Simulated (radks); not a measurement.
Ionisation ladder of neodymium, from Nd III to Nd XXXVII (ions without a valid solution omitted). Each ion is in the ground configuration listed by NIST, and IE = E(next ion) - E(this ion). Calculated with a radial shooting solver on a logarithmic mesh with Libxc functionals: scalar-relativistic Kohn-Sham, SCAN, spin-polarised, spherical densities, finite nucleus; open shells are filled with parallel spins first (spin-orbit coupling, left out, can overturn this in heavy ions); meta-GGA in the generalised Kohn-Sham scheme; Fermi nuclear charge, rms radius 4.9123 fm.

species,configuration,E (hartree),"IE, Delta-SCF (eV)",-e(HOMO) (eV),HOMO,<r> HOMO (bohr),"IE, NIST (eV)",kind,error (eV)
Nd III,[Xe] 4f4,-9624.5913,23.237,15.405,4f up,1.06,22.09,semi-emp.,+1.147
Nd IV,[Xe] 4f3,-9623.7373,40.671,31.482,4f up,0.963,40.60,semi-emp.,+0.071
Nd V,[Xe] 4f2,-9622.2427,69.158,50.141,4f up,0.896,-,,-
Nd VI,[Kr] 4d10 4f2 5s2 5p5,-9619.7012,82.130,65.847,4f up,0.880,84,theory,-1.870
Nd XI,[Kr] 4d10 4f2 5s2,-9598.9103,165.69,152.74,4f up,0.804,168,theory,-2.3
Nd XV,[Kr] 4d10,-9568.5664,392.33,376.75,4d,0.665,389,theory,+3.3
Nd XVI,[Kr] 4d9,-9554.1484,424.12,408.32,4d down,0.656,420,theory,+4.1
Nd XVII,[Kr] 4d8,-9538.5625,456.50,440.41,4d down,0.647,453,theory,+3.5
Nd XVIII,[Kr] 4d7,-9521.7864,489.22,472.96,4d down,0.639,489,theory,+0.2
Nd XIX,[Kr] 4d6,-9503.8079,522.30,505.90,4d down,0.631,522,theory,+0.3
Nd XX,[Kr] 4d5,-9484.6139,568.56,551.26,4d up,0.621,562,theory,+6.6
Nd XXI,[Kr] 4d4,-9463.7198,603.86,586.34,4d up,0.614,602,theory,+1.9
Nd XXII,[Kr] 4d3,-9441.5282,639.59,621.90,4d up,0.607,638,theory,+1.6
Nd XXIII,[Kr] 4d2,-9418.0236,675.79,657.87,4d up,0.600,678,theory,-2.2
Nd XXIV,[Kr] 4d1,-9393.1888,712.21,694.18,4d up,0.593,714,theory,-1.8
Nd XXV,[Kr],-9367.0156,870.61,852.38,4p,0.575,859,theory,+11.6
Nd XXVI,[Ar] 3d10 4s2 4p5,-9335.0211,907.66,889.59,4p down,0.571,896,theory,+11.7
Nd XXXIII,[Ar] 3d10,-9063.3978,2146.9,2101.8,3d,0.234,2134,theory,+12.9
Nd XXXIV,[Ar] 3d9,-8984.5009,2239.5,2193.9,3d down,0.232,2224,theory,+15.5
Nd XXXV,[Ar] 3d8,-8902.2002,2333.0,2287.0,3d down,0.229,2321,theory,+12.0
Nd XXXVI,[Ar] 3d7,-8816.4658,2427.1,2380.8,3d down,0.227,2425,theory,+2.1
Nd XXXVII,[Ar] 3d6,-8727.2730,2521.7,2475.2,3d down,0.225,2525,theory,-3.3

Reference values: NIST Atomic Spectra Database (exp. = measured, semi-emp. = semi-empirical, theory = theoretical value adopted there). The ionisation energy per charge of the ion left behind rises most, in proportion, at Nd XXXIII ([Ar] 3d10), from 34.910 to 65.057 eV. Open shells are spherical and high-spin; term and fine-structure splittings are not resolved. Spin-orbit splitting is averaged out at the scalar-relativistic level. No tabulated value is given for the 4+ ions of Nd, Pm and Eu to Yb, where it belongs to another shell than the one emptied here.
